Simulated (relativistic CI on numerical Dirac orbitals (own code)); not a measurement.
## Level scheme of Mn11+

Computed by Dirac-Coulomb-Breit CI, separate exchange-only KLI orbitals for each configuration, QED by a radiative potential, unscaled Slater integrals (own radial code, finite nucleus).

Configuration list (outside the closed core [Ne]): 3s2.3p2, 3s.3p3, 3s2.3p.3d, 3p4, 3s.3p2.3d, 3p3.3d, 3s.3p.3d2, 3s2.3p.4s, 3s2.3d.4p, 3s2.3p.4p, 3p3.4s, 3p3.4p, 3s.3p.3d.4s, 3s2.3p.4d, 3s.3p2.4s, 3s2.3p.4f, 3s.3p2.4p, 3p2.3d.4p, 3s.3p2.4d, 3s2.3p.5s, 3s.3p2.4f, 3s2.3p.5p, 3s2.4s.4p, 3s2.3p.5d, 3s2.3p.5f, 3s2.3p.5g, 3s.3p.4s2, 3s.3p2.5s, 3s2.3p.6s, 3s2.3d2, 3s.3d3, 3p2.3d2, 3p.3d3, 3p.3d2.4s, 3p.3d2.4p, 3p.3d2.4d, 3s2.3d.4s, 3s.3d2.4s, 3s.3p.3d.4p, 3s.3d2.4p, 3s.3d.4s.4p, 3s.3d.4p2, 3s.3d.4p.4d, 3p2.3d.4s, 3p.3d.4s2, 3p.3d.4s.4p, 3p.3d.4s.4d, 3s2.4s2, 3s.3d.4s2, 3s2.4p2. Double excitations out of closed p, d and f shells are left out; levels of such configurations are missing from the list, as are those of other unlisted configurations, and high levels can miss mixing partners. These lack a partner that the ground configuration has and come out too high: 3s.3p2.4d, 3s.3p2.4f, 3s.3p2.5s, 3s2.3p.4f, 3s2.3p.5s.

The lowest level is 3s2.3p2 3P_0, with 94 % of that term; Hund's rules for 3s2.3p2 give 3P with J = 0, in agreement.

```
No.  Configuration  Term  J   E (eV)   %  Landé g  Lifetime (s)       jj configuration (%)
  1        3s2.3p2    3P  0   0.0000  94                                      3p1/2^2 (78)
  2        3s2.3p2    3P  1   0.8756  97    1.500      1.62e-01           3p1/2 3p3/2 (97)
  3        3s2.3p2    3P  2   1.8529  91    1.470      1.61e-01           3p1/2 3p3/2 (56)
  4        3s2.3p2    1D  2   5.4224  91    1.029      1.06e-02               3p3/2^2 (56)
  5        3s2.3p2    1S  0  10.7238  93               1.42e-03               3p3/2^2 (77)
  6         3s.3p3   5S°  2  23.7817  98    1.998      1.31e-07      3s 3p1/2 3p3/2^2 (54)
  7         3s.3p3   3D°  1  32.7353  85    0.523      7.07e-10      3s 3p1/2 3p3/2^2 (37)
  8         3s.3p3   3D°  2  32.7516  84    1.180      7.56e-10      3s 3p1/2 3p3/2^2 (57)
  9         3s.3p3   3D°  3  32.9982  87    1.333      8.44e-10      3s 3p1/2 3p3/2^2 (87)
 10         3s.3p3   3P°  0  37.7440  88               2.70e-10      3s 3p1/2 3p3/2^2 (88)
 11         3s.3p3   3P°  1  37.8009  86    1.479      2.72e-10      3s 3p1/2 3p3/2^2 (60)
 12         3s.3p3   3P°  2  37.8465  80    1.471      2.98e-10            3s 3p3/2^3 (48)
 13         3s.3p3   1D°  2  41.6197  52    1.018      2.10e-10      3s 3p1/2 3p3/2^2 (39)
 14         3s.3p3   3S°  1  48.7662  79    1.826      1.75e-11      3s 3p1/2 3p3/2^2 (53)
 15      3s2.3p.3d   3F°  2  49.8762  96    0.668      2.76e-09           3p1/2 3d3/2 (74)
 16      3s2.3p.3d   3F°  3  50.5466  97    1.083      4.61e-09           3p1/2 3d5/2 (49)
 17         3s.3p3   1P°  1  51.2241  71    1.170      2.58e-11            3s 3p3/2^3 (50)
 18      3s2.3p.3d   3F°  4  51.5275  97    1.250      1.15e-02           3p3/2 3d5/2 (97)
 19      3s2.3p.3d   3P°  2  56.9729  49    1.294      2.01e-11           3p1/2 3d5/2 (64)
 20      3s2.3p.3d   3P°  1  57.8445  67    1.278      2.01e-11           3p1/2 3d3/2 (46)
 21      3s2.3p.3d   1D°  2  58.2751  35    1.157      1.82e-11           3p3/2 3d5/2 (45)
 22      3s2.3p.3d   3P°  0  58.3779  86               2.21e-11           3p3/2 3d3/2 (86)
 23      3s2.3p.3d   3D°  1  59.1662  66    0.724      1.55e-11           3p3/2 3d3/2 (67)
 24      3s2.3p.3d   3D°  2  59.4635  73    1.213      1.55e-11           3p3/2 3d3/2 (52)
 25      3s2.3p.3d   3D°  3  59.5100  85    1.331      1.51e-11           3p3/2 3d5/2 (56)
 26      3s2.3p.3d   1F°  3  65.5142  96    1.001      1.40e-11           3p3/2 3d3/2 (39)
 27      3s2.3p.3d   1P°  1  67.2880  86    0.996      1.77e-11           3p3/2 3d5/2 (59)
 28            3p4    3P  2  69.2838  53    1.455      1.31e-10               3p3/2^2 (54)
 29            3p4    3P  1  70.5198  57    1.500      1.27e-10         3p1/2 3p3/2^3 (57)
 30            3p4    3P  0  70.8481  56               1.24e-10               3p3/2^4 (30)
 31            3p4    1D  2  71.9087  58    1.044      2.06e-10         3p1/2 3p3/2^3 (56)
 32      3s.3p2.3d    5F  1  72.7689  98    0.013      2.12e-08  3s 3p1/2 3p3/2 3d3/2 (39)
 33      3s.3p2.3d    5F  2  72.9893  97    1.011      2.50e-08  3s 3p1/2 3p3/2 3d3/2 (47)
 34      3s.3p2.3d    5F  3  73.3357  96    1.258      3.67e-08  3s 3p1/2 3p3/2 3d3/2 (43)
 35      3s.3p2.3d    5F  4  73.8246  96    1.354      1.49e-07  3s 3p1/2 3p3/2 3d5/2 (62)
 36      3s.3p2.3d    5F  5  74.4591  99    1.399      1.63e-07      3s 3p3/2^2 3d5/2 (60)
 37      3s.3p2.3d    5D  0  75.3293  99               4.66e-09  3s 3p1/2 3p3/2 3d3/2 (81)
 38      3s.3p2.3d    5D  1  75.3907  98    1.489      3.50e-09  3s 3p1/2 3p3/2 3d3/2 (61)
 39      3s.3p2.3d    5D  2  75.5074  96    1.486      2.50e-09  3s 3p1/2 3p3/2 3d3/2 (35)
 40      3s.3p2.3d    5D  3  75.6855  93    1.484      2.27e-09      3s 3p3/2^2 3d3/2 (24)
 41      3s.3p2.3d    5D  4  75.9626  92    1.484      3.96e-08  3s 3p1/2 3p3/2 3d5/2 (54)
 42      3s.3p2.3d    3F  2  78.3109  92    0.670      1.68e-09  3s 3p1/2 3p3/2 3d3/2 (38)
 43      3s.3p2.3d    3F  3  78.7422  90    1.091      1.75e-09  3s 3p1/2 3p3/2 3d5/2 (32)
 44      3s.3p2.3d    3F  4  79.3866  87    1.261      2.28e-09      3s 3p3/2^2 3d5/2 (62)
 45      3s.3p2.3d    5P  3  81.1088  97    1.663      1.82e-11  3s 3p1/2 3p3/2 3d5/2 (51)
```

Energies count from the lowest computed level; ° marks odd parity; lifetimes are radiative, by E1, M1, E2, M2, E3 decay to levels of this space only. Filled j subshells are mostly left out of the jj labels.

The mean weight of the leading LS term, summed over parents, in these 45 levels is 84 %, and that of the leading jj configuration (from the same eigenvectors) 57 %, so LS coupling describes them better.

At this charge energies of transitions that change n are usually good to better than 1 %, and those within a shell (Δn = 0) to a few per cent.

Landé's interval rule says that E(J) − E(J−1) = AJ with one A. For the ground term the intervals give A = 7061.9, 3941.3 cm⁻¹ for J = 1, 2; the multiplet is regular.

LS names give the leading component of a level, which can be under half, so a name can repeat, a term be missing and a line seem to break the LS rules.
